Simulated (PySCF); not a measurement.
Se(iPr)(OH) (C3H8OSe), SMILES CC(C)[Se]O.

Coordinates come from a PBE0-D3(BJ)/def2-SVP optimisation. One conformer was computed; it need not be the lowest.

All values below come from PBE0/def2-TZVP run with PySCF.

Gas-phase values at a fixed geometry.

| Item | Value |
|---|---|
| total energy | -2595.46167 hartree |
| highest occupied level | -6.28 eV |
| lowest empty level | -0.83 eV |
| orbital gap | 5.45 eV |
| dipole moment | 2.05 D |
| quadrupole, principal values (traceless, Buckingham form, about the centre of nuclear charge) | -4.78, -1.00, 5.78 D·Å |
| mean static polarisability | 67.4 bohr³ (9.99 Å³) |
| polarisability, principal values | 61.5, 63.2, 77.4 bohr³ |
